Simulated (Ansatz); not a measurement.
`F[SiH]1[SiH2][Se]1`, charge 0, multiplicity 1.

Task: Give a relaxed structure at PBE0-D4/def2-TZVP (the Gaussian-basis code of Ansatz). (Best estimate.)

Result: The calculation gave: 
Cartesian coordinates in Å:
```
F 1.583 1.674 -0.543
Si 0.565 0.477 -0.822
Si -0.392 -0.655 0.869
Se -1.615 0.867 -0.376
H 0.882 -0.048 -2.166
H -0.850 -2.060 0.759
H -0.172 -0.255 2.278
```
